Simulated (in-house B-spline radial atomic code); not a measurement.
Results of a calculation; reference values are marked as such.
Building a PAW p channel for Se, r_c = 2.37 bohr

Se, [Ar] 3d10 4s2 4p4, non-relativistic PBE, spherical and spin-unpolarised, from an all-electron radial atomic-structure program (B-spline basis) (atomic units; all potentials screened as in the neutral atom).

Two all-electron partial waves φ1, φ2 are integrated outwards at E1 = ε(4p) = -0.240624 and E2 = E1 + 0.5 hartree; φ1 is the bound orbital and φ2 has unit norm inside r_c = 2.3735 bohr. Smooth partners are polynomials, r^2(a0 + a1 r² + a2 r⁴ + a3 r⁶), matched to φ and three derivatives at r_c, with no condition on the norm. The local potential is -4.00774 + (1.63919) r² + (-0.285839) r⁴ + (0.0186323) r⁶ inside 1.9485 bohr and the all-electron one outside.

| wave | φ(r_c) | φ'(r_c) | a0 | a1 | a2 | a3 |
| --- | --- | --- | --- | --- | --- | --- |
| 1 | 0.6358842 | -0.2214602 | 0.5389927 | -0.1436064 | 0.01572918 | -0.0006504856 |
| 2 | 0.2851224 | -1.269586 | 0.9682701 | -0.3154276 | 0.03525892 | -0.00145252 |

Inside r_c the overlaps are <φi φj> = [[0.59978, 0.74417], [0.74417, 1.00000]] and, for the smooth waves, [[0.59535, 0.72945], [0.72945, 0.96576]]. With χj = (Ej − T − V_local) applied to smooth wave j, the program's quadrature gives the matrix B_ij = <smooth i, χj> as [[0.14186, 0.23326], [0.24062, 0.40776]].

Check the match of the first wave, and find the augmentation charges q_ij.

At r_c the four terms are 3.03642, -4.55754, 2.81217, -0.65517, which sum to 0.6359, φ1(r_c) to rounding. q_ij is the all-electron overlap less the smooth one: [[0.00443, 0.01471], [0.01471, 0.03424]]. The smooth first wave has a norm of 0.5954 inside r_c against 0.5998, and q11 > 0 puts back the missing charge.

B isn't symmetric. Show that D_ij = B_ij + Ej q_ij is.

Integrating by parts gives B12 − B21 = (E1 − E2) q12: 0.23326 − (0.24062) = -0.00736, and −0.5 × (0.01471) = -0.00736. So D12 = 0.23326 + (0.259376)(0.01471) = 0.23708 and D21 = 0.24062 + (-0.240624)(0.01471) = 0.23708; D11 = 0.14079, D22 = 0.41664. The projectors, p = (B⁻¹)ᵀ χ, are dual to the smooth waves; det B = 0.0017, small beside B11 B22, as the two smooth waves look alike inside r_c.

Solving (T + V_local + Σ p D p) ψ = E (1 + Σ p q p) ψ in a sphere of 9 bohr, whose wall lifts the free-atom level a little, gives these levels:

```
all-electron  one projector  two projectors
   -0.240555      -0.240555       -0.240555
    0.091178       0.090880        0.091177
    0.406577       0.404356        0.406576
    0.875461       0.865577        0.875372
    1.490510       1.458250        1.489460
```

What does the second projector gain?

With one projector the errors are 0.00, -0.30, -2.22, -9.88, -32.26 millihartree. With two the errors are 0.00, 0.00, 0.00, -0.09, -1.05 millihartree. The scattering is exact at E1 and at E2 = 0.259, and over all levels compared the largest error is 1 millihartree. The lowest eigenvalue of the overlap operator is 1 with one and 0.9495 with two projectors. The smooth orbital alone needs a cutoff of 3.92 hartree for 1 millihartree of kinetic energy, against 4.5 for a norm-conserving Troullier-Martins orbital of the same radius.
